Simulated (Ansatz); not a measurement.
Molecule: sum formula SiN$_{2}$H$_{4}$F (charge 0, doublet). It need not be the lowest isomer of its formula. SMILES: N[Si](N)F
Structure (B3LYP-D3(BJ)/def2-TZVP (Ansatz, a quantum-chemistry and plane-wave program) minimum search):
```
Si
F 1 1.6194
N 1 1.7062 2 115.70
H 3 1.0062 1 121.99 2 -83.50
H 3 1.0104 4 112.68 1 -158.40
N 1 1.7180 2 103.38 3 116.12
H 6 1.0086 1 119.46 2 179.52
H 6 1.0089 7 111.49 1 146.31
```
Charge 0, spin multiplicity 2.

Quantity: atomisation energy (electronic, to ground-state atoms); the coupled-cluster value holds the core correlation from cc-pwCVTZ, in kcal/mol. Valence correlation only, unless marked. Open shells are spin-unrestricted. Spin-orbit coupling is left out. No relativistic terms. CBS(X,Y): correlation extrapolated as X^-3; Hartree-Fock from the larger set.

Level to compare with: CCSD(T)/CBS(aug-cc-pV(T+d)Z,aug-cc-pV(Q+d)Z) plus the core term (Ansatz), 685.6 kcal/mol. It is a level with limits of its own, and the differences hold the functionals' basis error too.

**Question.** Rank these functionals by how close they come to CCSD(T)/CBS(aug-cc-pV(T+d)Z,aug-cc-pV(Q+d)Z), closest first: PBE0/def2-TZVPD (Ansatz); CAM-B3LYP/def2-TZVPD (Ansatz); BLYP/def2-TZVPD (Ansatz); revPBE/def2-TZVPD (Ansatz).

**Answer.** CAM-B3LYP/def2-TZVPD (range-separated hybrid, 686.0 kcal/mol, difference 0.4), BLYP/def2-TZVPD (GGA, 681.2 kcal/mol, difference -4.4), PBE0/def2-TZVPD (global hybrid, 675.0 kcal/mol, difference -10.6), revPBE/def2-TZVPD (GGA, 666.4 kcal/mol, difference -19.2)
